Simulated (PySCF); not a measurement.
# Dipole response of Ge (germanium, neutral)

[Ar] 3d10 4s2 4p2, high-spin 3P determinant. Calculation: PySCF 2.14, in dyall-av2z; no relativity, point nucleus. Coupled (time-dependent) response in atomic units; α is the mean over directions. A double-zeta set is small for polarisabilities.

| method | mean α (bohr³) | α xx, yy, zz | C₆ (like pair) | S(−4) |
| --- | --- | --- | --- | --- |
| UHF | 40.92 | 33.45, 44.66, 44.66 | 364.4 | 587.3 |
| PBE | 43.95 | 33.75, 49.05, 49.05 | 387.4 | 816.1 |
| PBE0 | 42.24 | 33.30, 46.71, 46.71 | 371.8 | 698.5 |
| BP86 | 43.96 | 33.97, 48.96, 48.96 | 386.8 | 812.0 |

S(−4) is the Cauchy moment in α(ω) = α(0) + S(−4) ω² + …

Reference α: 40 ± 1 bohr³ (recommended; Schwerdtfeger and Nagle, table of static dipole polarizabilities (2023 update)). Published C₆: 354.0 (Chu and Dalgarno (2004); Tang, Norbeck and Certain (1976)).

Spin-orbit coupling is absent.

α(iu) at UHF:

```json
{"u (hartree)": "0", "α(iu) (bohr³)": "40.92"}
{"u (hartree)": "0.0500", "α(iu) (bohr³)": "39.52"}
{"u (hartree)": "0.100", "α(iu) (bohr³)": "35.99"}
{"u (hartree)": "0.200", "α(iu) (bohr³)": "27.15"}
{"u (hartree)": "0.300", "α(iu) (bohr³)": "19.74"}
{"u (hartree)": "0.500", "α(iu) (bohr³)": "10.89"}
{"u (hartree)": "0.750", "α(iu) (bohr³)": "5.984"}
{"u (hartree)": "1.00", "α(iu) (bohr³)": "3.738"}
{"u (hartree)": "1.50", "α(iu) (bohr³)": "1.854"}
{"u (hartree)": "2.00", "α(iu) (bohr³)": "1.112"}
{"u (hartree)": "3.00", "α(iu) (bohr³)": "0.5381"}
{"u (hartree)": "5.00", "α(iu) (bohr³)": "0.2189"}
```

The components differ because the open shell of this determinant is not spherical; for a pure term their mean is the scalar polarisability.
